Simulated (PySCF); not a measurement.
Mo(OH)3: double against triple zeta

Base calculation in PySCF with density fitting and no spin–orbit coupling, PBE0/def2-SVP (scalar-relativistic core potentials): quartet, Cs, Mo–O 1.892 Å (×3), O–H 0.966 Å (×3); H–O–Mo 121.0°, H–O–Mo 122.0° (×2), O–Mo–O 119.7° (×2), O–Mo–O 120.6°; wavenumbers 152, 168, 172, 384, 405, 443, 656, 666, 674, 692, 709, 710, 3843, 3848, 3851 cm⁻¹; dipole moment 1.22 D, polar-tensor charge of Mo 1.58 e, atomisation energy (no zero-point energy) 2501 kJ/mol.

Task: What changes on going to PBE0/def2-TZVP (scalar-relativistic core potentials)?

Result: The point group becomes C3v. Changes: mean bond to Mo +0.001 Å, smallest bond angle +0.2 degrees, highest wavenumber +1 cm⁻¹, lowest wavenumber +7 cm⁻¹, dipole moment +2.37 D, polar-tensor charge of Mo +0.07 e, atomisation energy (no zero-point energy) -9 kJ/mol. The new structure has Mo–O 1.893 Å (×3), O–H 0.962 Å (×3); H–O–Mo 122.4° (×3), O–Mo–O 119.9° (×3), with wavenumbers 159, 180 (×2), 367, 436 (×2), 670 (×2), 684, 693, 698 (×2), 3848 (×2), 3852 cm⁻¹.

Open d or f shells are single determinants, so the state found may not be the ground state. The structures come from searches over a few start shapes, so lower isomers are not excluded.
